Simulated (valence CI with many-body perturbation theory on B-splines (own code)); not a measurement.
## E1 transitions of Hf65+

Level of theory: configuration interaction combined with many-body perturbation theory (CI+MBPT): five valence electrons over a frozen Dirac-Fock core [He], a basis of 9 s, 9 p, 8 d, 6 f, 3 g, 1 h functions for each j, with the one-electron correlation potential Σ1, the two-electron term Σ2, the three-electron term Σ3, Breit, model QED; selected CI, second order for the rest (own B-spline code, finite nucleus).

No measured spectrum was set against this ion. As an estimate, large intervals hold to a few tenths of a per cent, small ones and those within an open d or f shell to about a per cent. Among the levels kept, up to 1100 cm⁻¹ of a level comes from second order outside the variational space, and about a tenth of that is noise between levels of different J, which matters for small intervals.

Lines 101 to 150 of 260 in falling wavelength, among levels below 775.15 Ry, chosen from the strongest by gf and those to the six lowest levels. Wavelengths and rates use the calculated energies. Electric multipoles are in the length gauge, E1 and E2 with the static RPA response of the core. Weak lines are less certain than strong ones. Lines between different terms over intervals too small for the method are left out, as are lines whose strength nearly cancels. The highest levels of a list are the least certain.

Levels are named by their leading jj configuration (3d3/2^4 stands for four electrons in 3d with j = 3/2), which in mixed levels can hold well under half, so a name can repeat and another be missing. Letters in brackets count levels of one name in rising energy.

| λ vac (Å) | Upper | Lower | A (s⁻¹) | log gf | Branch % |
| --- | --- | --- | --- | --- | --- |
| 7.689 | (2s 2p1/2^2 2p3/2 3d3/2) J=3/2 [b] | (2s^2 2p1/2^2 3d3/2) J=3/2 | 8.43e+12 | -0.52 | 7.0 |
| 7.671 | (2p1/2 2p3/2^4) J=1/2 | (2s 2p1/2 2p3/2^3) J=3/2 [b] | 2.03e+13 | -0.45 | 66.7 |
| 7.666 | (2s 2p1/2 2p3/2^3) J=3/2 [b] | (2s^2 2p1/2 2p3/2^2) J=1/2 | 4.55e+12 | -0.80 | 24.2 |
| 7.662 | (2s 2p1/2^2 2p3/2 3s) J=1/2 | (2s^2 2p1/2^2 3s) J=1/2 | 9.67e+12 | -0.77 | 4.1 |
| 7.654 | (2s 2p1/2^2 2p3/2 3p1/2) J=1/2 | (2s^2 2p1/2^2 3p1/2) J=1/2 | 1.00e+13 | -0.76 | 1.9 |
| 7.653 | (2s 2p1/2 2p3/2^3) J=5/2 | (2s^2 2p1/2 2p3/2^2) J=3/2 | 4.46e+11 | -1.63 | 5.9 |
| 7.652 | (2s 2p1/2^2 2p3/2 3d3/2) J=5/2 [b] | (2s^2 2p1/2^2 3d3/2) J=3/2 | 8.47e+12 | -0.35 | 16.0 |
| 7.647 | (2s 2p1/2^2 2p3/2 3p1/2) J=3/2 [b] | (2s^2 2p1/2^2 3p1/2) J=1/2 | 9.59e+12 | -0.47 | 2.6 |
| 7.646 | (2p1/2^2 2p3/2^3) J=3/2 | (2s 2p1/2^2 2p3/2^2) J=3/2 | 1.47e+13 | -0.29 | 65.0 |
| 7.640 | (2p1/2^2 2p3/2^3) J=3/2 | (2s 2p1/2^2 2p3/2^2) J=1/2 | 3.38e+12 | -0.93 | 15.0 |
| 7.633 | (2s 2p3/2^4) J=1/2 | (2s^2 2p3/2^3) J=3/2 | 1.59e+13 | -0.56 | 98.9 |
| 7.631 | (2p1/2 2p3/2^4) J=1/2 | (2s 2p1/2 2p3/2^3) J=1/2 | 9.50e+12 | -0.78 | 31.2 |
| 7.617 | (2s 2p1/2^2 2p3/2 3s) J=3/2 [b] | (2s^2 2p1/2^2 3s) J=1/2 | 8.99e+12 | -0.50 | 8.1 |
| 7.612 | (2s 2p1/2^2 2p3/2 3d3/2) J=1/2 [b] | (2s^2 2p1/2^2 3d3/2) J=3/2 | 1.00e+13 | -0.76 | 3.1 |
| 7.611 | (2s 2p1/2^2 2p3/2 3p3/2) J=3/2 [b] | (2s^2 2p1/2^2 3p3/2) J=3/2 | 9.52e+12 | -0.48 | 4.9 |
| 7.589 | (2s 2p1/2^2 2p3/2 3p3/2) J=1/2 [b] | (2s^2 2p1/2^2 3p3/2) J=3/2 | 9.35e+12 | -0.79 | 39.1 |
| 7.492 | (2s 2p1/2^2 2p3/2^2) J=1/2 | (2s^2 2p1/2^2 2p3/2) J=3/2 | 8.33e+12 | -0.85 | 99.2 |
| 7.486 | (2s 2p1/2^2 2p3/2^2) J=3/2 | (2s^2 2p1/2^2 2p3/2) J=3/2 | 1.54e+13 | -0.29 | 99.3 |
| 7.434 | (2s 2p1/2 2p3/2^3) J=3/2 [b] | (2s^2 2p1/2 2p3/2^2) J=5/2 | 1.36e+13 | -0.35 | 72.2 |
| 7.371 | (2s 2p1/2 2p3/2^3) J=1/2 | (2s^2 2p1/2 2p3/2^2) J=3/2 | 1.38e+13 | -0.65 | 72.7 |
| 7.333 | (2s 2p1/2 2p3/2^3) J=3/2 [b] | (2s^2 2p1/2 2p3/2^2) J=3/2 | 5.76e+11 | -1.73 | 3.1 |
| 7.187 | (2p1/2^2 2p3/2^3) J=3/2 | (2s 2p1/2^2 2p3/2^2) J=5/2 | 4.24e+12 | -0.88 | 18.8 |
| 4.427 | (2s 2p1/2 2p3/2^3) J=3/2 [a] | (2s^2 2p1/2^2 2p3/2) J=3/2 | 2.03e+10 | -3.62 | 0.3 |
| 4.364 | (2s 2p1/2 2p3/2^3) J=5/2 | (2s^2 2p1/2^2 2p3/2) J=3/2 | 1.98e+09 | -4.47 | 0.0 |
| 4.271 | (2s 2p1/2 2p3/2^3) J=1/2 | (2s^2 2p1/2^2 2p3/2) J=3/2 | 8.42e+10 | -3.34 | 0.4 |
| 4.258 | (2s 2p1/2 2p3/2^3) J=3/2 [b] | (2s^2 2p1/2^2 2p3/2) J=3/2 | 4.89e+10 | -3.27 | 0.3 |
| 4.244 | (2s 2p3/2^4) J=1/2 | (2s^2 2p1/2 2p3/2^2) J=3/2 | 1.13e+11 | -3.21 | 0.7 |
| 1.829 | (2s^2 2p1/2^2 3p1/2) J=1/2 | (2s 2p1/2^2 2p3/2^2) J=1/2 | 9.19e+10 | -4.04 | 3.7 |
| 1.762 | (2s^2 2p1/2^2 3s) J=1/2 | (2s^2 2p1/2 2p3/2^2) J=1/2 | 2.42e+10 | -4.65 | 0.0 |
| 1.733 | (2s^2 2p1/2^2 3p3/2) J=3/2 | (2s 2p1/2^2 2p3/2^2) J=1/2 | 2.56e+10 | -4.34 | 1.0 |
| 1.709 | (2s^2 2p1/2^2 3p3/2) J=3/2 | (2s 2p1/2^2 2p3/2^2) J=5/2 | 1.29e+11 | -3.64 | 5.0 |
| 1.631 | (2s^2 2p1/2^2 3d3/2) J=3/2 | (2s^2 2p1/2 2p3/2^2) J=1/2 | 4.75e+10 | -4.12 | 0.0 |
| 1.615 | (2s^2 2p1/2^2 3d3/2) J=3/2 | (2s^2 2p1/2 2p3/2^2) J=3/2 | 1.10e+11 | -3.76 | 0.0 |
| 1.598 | (2s^2 2p1/2^2 3d5/2) J=5/2 | (2s^2 2p1/2 2p3/2^2) J=5/2 | 1.19e+10 | -4.56 | 0.0 |
| 1.593 | (2s^2 2p1/2^2 3d5/2) J=5/2 | (2s^2 2p1/2 2p3/2^2) J=3/2 | 8.90e+09 | -4.69 | 0.0 |
| 1.546 | (2s^2 2p1/2 2p3/2 3p1/2) J=3/2 [a] | (2s 2p1/2^2 2p3/2^2) J=1/2 | 5.05e+10 | -4.14 | 2.7 |
| 1.536 | (2s^2 2p1/2 2p3/2 3p1/2) J=3/2 [b] | (2s 2p1/2^2 2p3/2^2) J=1/2 | 5.20e+11 | -3.13 | 12.6 |
| 1.524 | (2s^2 2p1/2 2p3/2 3p1/2) J=5/2 | (2s 2p1/2^2 2p3/2^2) J=5/2 | 1.94e+11 | -3.39 | 8.0 |
| 1.517 | (2s^2 2p1/2 2p3/2 3p1/2) J=3/2 [b] | (2s 2p1/2^2 2p3/2^2) J=5/2 | 6.41e+11 | -3.05 | 15.5 |
| 1.506 | (2s 2p1/2^2 2p3/2 3s) J=3/2 [a] | (2s 2p1/2^2 2p3/2^2) J=1/2 | 6.47e+13 | -1.06 | 28.0 |
| 1.499 | (2s^2 2p1/2 2p3/2 3s) J=3/2 [a] | (2s^2 2p1/2 2p3/2^2) J=1/2 | 6.87e+11 | -3.03 | 0.5 |
| 1.497 | (2s^2 2p1/2 2p3/2 3s) J=1/2 | (2s^2 2p1/2 2p3/2^2) J=1/2 | 6.88e+13 | -1.34 | 24.9 |
| 1.495 | (2s 2p1/2^2 2p3/2 3s) J=1/2 | (2s 2p1/2^2 2p3/2^2) J=3/2 | 1.56e+14 | -0.98 | 65.9 |
| 1.495 | (2s 2p1/2^2 2p3/2 3s) J=1/2 | (2s 2p1/2^2 2p3/2^2) J=1/2 | 7.10e+13 | -1.32 | 30.0 |
| 1.494 | (2s^2 2p1/2 2p3/2 3s) J=3/2 [b] | (2s^2 2p1/2 2p3/2^2) J=1/2 | 6.80e+13 | -1.04 | 26.1 |
| 1.493 | (2s 2p1/2^2 2p3/2 3s) J=3/2 [b] | (2s 2p1/2^2 2p3/2^2) J=3/2 | 8.66e+13 | -0.94 | 78.4 |
| 1.493 | (2s 2p1/2^2 2p3/2 3s) J=3/2 [b] | (2s 2p1/2^2 2p3/2^2) J=1/2 | 8.11e+10 | -3.96 | 0.1 |
| 1.493 | (2s 2p1/2^2 2p3/2 3s) J=5/2 | (2s 2p1/2^2 2p3/2^2) J=5/2 | 9.21e+13 | -0.73 | 94.3 |
| 1.490 | (2s^2 2p1/2 2p3/2 3s) J=3/2 [a] | (2s^2 2p1/2 2p3/2^2) J=5/2 | 1.95e+13 | -1.59 | 15.3 |
| 1.488 | (2s^2 2p1/2^2 3s) J=1/2 | (2s^2 2p1/2^2 2p3/2) J=3/2 | 1.95e+14 | -0.89 | 100.0 |
